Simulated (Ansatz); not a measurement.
A run on BrF$_{2}$H$_{3}$Si$_{2}$, SMILES `F[Si](F)([SiH3])Br` with other settings.

```yaml
crystal:
  periodic: [false, false, false]
  atoms:
    - {symbol: F, position_ang: [1.687288, -0.332369, 1.471621]}
    - {symbol: Si, position_ang: [1.104925, -0.109867, 0.013420]}
    - {symbol: F, position_ang: [1.638601, -1.314994, -0.868544]}
    - {symbol: Si, position_ang: [-1.225469, -0.029326, 0.028052]}
    - {symbol: Br, position_ang: [1.981996, 1.745040, -0.783709]}
    - {symbol: H, position_ang: [-1.641745, 1.112752, 0.878684]}
    - {symbol: H, position_ang: [-1.765111, -1.301425, 0.571524]}
    - {symbol: H, position_ang: [-1.688285, 0.173087, -1.366949]}
basis:
  gaussian: {orbitals: aug-cc-pVDZ}
hamiltonian: {xc: {name: HF}}
correlation: {method: mp2, electrons: all}
output: {forces: true}
```

```sh
$ ansatz run in.yaml --threads 4 --pin off --events-out ev --progress --plain --max-ram 10444MiB
```

Output, abridged:

```
Functional definition: HF
1620 factors; integrals over basis functions are off by at most 7.9e-4 eV
mean field evaluation 1: about -91184.5702 eV, gradient 3.6e1 eV
mean field evaluation 2: about -91184.5713 eV, gradient 3.6e1 eV
mean field evaluation 4: about -91187.3680 eV, gradient 2.7e0 eV
mean field evaluation 8: about -91187.4102 eV, gradient 1.5e-1 eV
mean field -91187.41039267 eV, -3351.0755228841 hartree, gradient 1.5e-6 eV, S^2 0.000000; 0 other end points of the search recorded, 0 dependent functions left out
reference -91187.41039267 eV, -3351.0755228841 hartree; 42, 42 occupied and 121, 121 virtual orbitals, 1620 factors
second order -21.26969619 eV of doubles, -0.00000000 eV of singles
Total energy: -91208.68008886 eV, -3351.8571698019 hartree
Atom 0 at     1.687288    -0.332369     1.471621 Å, force     0.711449    -0.284479     1.751916 eV/Å
Atom 1 at     1.104925    -0.109867     0.013420 Å, force    -1.375240     1.374857    -0.548711 eV/Å
Atom 2 at     1.638601    -1.314994    -0.868544 Å, force     0.653254    -1.460072    -1.047865 eV/Å
Atom 3 at    -1.225469    -0.029326     0.028052 Å, force    -0.176069     0.000760     0.003308 eV/Å
Atom 4 at     1.981996     1.745040    -0.783709 Å, force     0.162105     0.356980    -0.153179 eV/Å
Atom 5 at    -1.641745     1.112752     0.878684 Å, force     0.006265     0.020095     0.013469 eV/Å
Atom 6 at    -1.765111    -1.301425     0.571524 Å, force     0.012765    -0.012470     0.005046 eV/Å
Atom 7 at    -1.688285     0.173087    -1.366949 Å, force     0.005470     0.004329    -0.023985 eV/Å
Dipole moment:    -0.409510     0.051631    -0.013163 e Å
```

It took 6 s on 4 threads of an INTEL XEON PLATINUM 8581C on a shared host, with 0.65 GiB of host memory at the peak.
